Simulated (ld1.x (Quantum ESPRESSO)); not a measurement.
# Sn (Z = 50), PAW: configuration errors across variants

tin (Sn), PAW, made with ld1.x (Quantum ESPRESSO) 7.5 (Wu–Cohen, scalar-relativistic). Core [Kr], reference 4d10 5s1.5 5p2.5. Waves: 5s (bound): rcut 1.40, rcutus 1.80 bohr; 5s channel at -0.1 Ry: rcut 1.40, rcutus 1.80 bohr; 5p (bound): rcut 2.50, rcutus 3.00 bohr; 5p channel at 0.8 Ry: rcut 2.50, rcutus 3.00 bohr; 4d (bound): rcut 0.85, rcutus 1.05 bohr; 4d channel at 2.2 Ry: rcut 0.85, rcutus 1.05 bohr. Local part: all-electron potential smoothed inside 2.75 bohr (lloc = -1). Core correction: Bessel-smoothed model core, default radius (core density twice the valence density). Augmentation charge: PSQ, inside the norm-conserving radii.

All-electron excitation energies from the reference (eV): (1) 4d10 5s2 5p2 -3.482; (2) 4d10 5s2 5p1 3.422; (3) 4d10 5s2 5p0 17.407; (4) 4d10 5s1 5p2 11.131; (5) 4d10 5s1 5p0 48.452; (6) 4d10 5s0 5p4 10.792; (7) 4d10 5s1 5p3 3.541.

The default core radius of the base comes out at 0.65 bohr.

The overlap operator is not positive definite (basis up to 400 Ry) in “all radii but the core radius scaled by about 1.20 (s 2.16, p 3.60, d 1.26 bohr, rcut 1.68/3.00/1.02); local potential all-electron potential smoothed inside 3.30 bohr (lloc = -1)”. Such files are unfit for use, however small their errors in these radial tests.

4 further variants failed, have other tests or another functional or relativity, and are left out.

A true bound ghost makes a file unfit for plane-wave use even where its test errors are small: the radial tests pick states by their node count and pass the ghost by.

Errors AE − PS in meV (a dash: test not solved or not reliable):

```csv
change,(1),(2),(3),(4),(5),(6),(7),bound ghosts
base,+0.4,-1.0,-5.1,-2.1,-16,+0.1,-0.3,none
type TM; waves now 5s (bound): rc 1.80 bohr; 5p (bound): rc 3.00 bohr; 4d (bound): rc 1.05 bohr; local potential the d channel,+1.0,-1.7,-13,-0.1,-44,+5.0,+0.3,"s, p"
core correction Bessel-smoothed model core inside 1.10 bohr,+0.4,-1.0,-5.1,-2.1,-16,+0.1,-0.3,none
local potential all-electron potential smoothed inside 2.52 bohr (lloc = -1),+0.4,-1.1,-5.2,-2.2,-16,0.0,-0.4,s
"waves 5s (bound): rcut 1.40, rcutus 2.14 bohr; 5s channel at -0.1 Ry: rcut 1.40, rcutus 2.14 bohr",+0.5,-0.9,-4.6,-2.1,-16,+0.1,-0.3,none
"wave 4d channel at 2.2 Ry: rcut 0.85, rcutus 1.05 bohr becomes 4d channel at -1.79 Ry: rcut 0.85, rcutus 1.05 bohr",+0.4,-1.2,-5.3,-2.3,-16,0.0,-0.4,none
"all radii but the core radius scaled by about 1.20 (s 2.16, p 3.60, d 1.26 bohr, rcut 1.68/3.00/1.02); local potential all-electron potential smoothed inside 3.30 bohr (lloc = -1)",+0.5,-1.1,-4.3,-1.1,-17,+1.2,-0.1,not determined (overlap not positive)
```

Task: Give the same row for: local potential all-electron potential smoothed inside 2.25 bohr (lloc = -1).

Result: +0.4, -1.1, -5.3, -2.2, -16, 0.0, -0.4; bound ghosts: s.
